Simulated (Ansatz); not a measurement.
C₆H₁₁F₆N₂Sb⁻, that is 1-ethyl-3-methylimidazolium hexafluoroantimonate with one electron more, relaxed as a doublet with UKS PBE-D4/def2-SVP in Ansatz, starting from the PBE-D4/def2-SVP geometry of the neutral singlet. Force threshold 0.03 eV/Å.

In the def2 sets Sb takes a core potential; there is no spin–orbit coupling. The highest occupied level of the relaxed charge -1 doublet lies above zero (up to 0.85 eV). By energy differences its removal costs 0.85 eV (each at its own geometry, to the charge 0 singlet, at PBE-D4/def2-SVP); self-interaction error and the lack of diffuse functions both raise the level. The relaxation made no stability test and no search for a lower SCF solution.

Start:

```
atom   x (Å)   y (Å)   z (Å)
  C1  -3.335  -0.034  -0.547
  C2  -2.238   0.421   0.411
  N3  -1.144  -0.558   0.523
  C4  -1.062  -1.616   1.414
  C5   0.141  -2.241   1.181
  N6   0.757  -1.560   0.145
  C7   2.121  -1.762  -0.339
  C8  -0.036  -0.545  -0.236
  H9  -4.128   0.737  -0.592
 H10  -3.801  -0.986  -0.221
 H11  -2.938  -0.171  -1.573
 H12  -1.762   1.368   0.087
 H13  -2.630   0.578   1.435
 H14  -1.851  -1.828   2.141
 H15   0.610  -3.098   1.673
 H16   2.830  -1.515   0.474
 H17   2.299  -1.055  -1.169
 H18   2.252  -2.811  -0.669
 H19   0.223   0.198  -1.003
 F20   1.945   3.738  -1.840
Sb21   1.997   2.414  -0.438
 F22   3.922   2.277  -0.504
 F23   1.852   0.970  -1.802
 F24   2.008   3.744   0.960
 F25   1.949   0.978   0.907
 F26   0.020   2.358  -0.416
```

(1) Estimate the energy that the relaxation releases and the steps that it takes.

(2) Does the start keep its bonding?

(3) Predict the relaxed structure.

Answers

(1) 0.73 eV, in 15 steps; 2.2 min on 4 threads of Arm Neoverse V2 on a shared host. No frequencies were taken in this run, so the end may be a saddle point.

(2) By distances, no bond broke or formed. The bond that changes most is Sb21–F23, from 1.99 to 2.20 Å (atoms count from 1).

(3) 
```xyz
26

C    -3.201    0.178   -0.531
C    -2.129    0.427    0.525
N    -1.100   -0.618    0.539
C    -0.987   -1.680    1.426
C     0.206   -2.304    1.152
N     0.786   -1.624    0.093
C     2.184   -1.685   -0.330
C     0.002   -0.577   -0.231
H    -3.967    0.978   -0.479
H    -3.711   -0.801   -0.404
H    -2.751    0.219   -1.543
H    -1.576    1.375    0.295
H    -2.559    0.468    1.547
H    -1.758   -1.897    2.171
H     0.690   -3.163    1.626
H     2.796   -1.210    0.461
H     2.276   -1.029   -1.224
H     2.481   -2.734   -0.521
H     0.254    0.139   -1.042
F     2.033    3.677   -1.990
Sb    1.782    2.325   -0.499
F     3.769    1.987   -0.277
F     1.692    0.680   -1.954
F     1.709    3.767    0.915
F     1.446    0.838    1.011
F    -0.367    2.263   -0.737
```
Bond lengths: 6 × F–Sb 2.02 to 2.20 Å; 6 × C–N 1.35 to 1.47 Å; 2 × C–C 1.37 to 1.52 Å; 11 × C–H 1.09 to 1.12 Å.
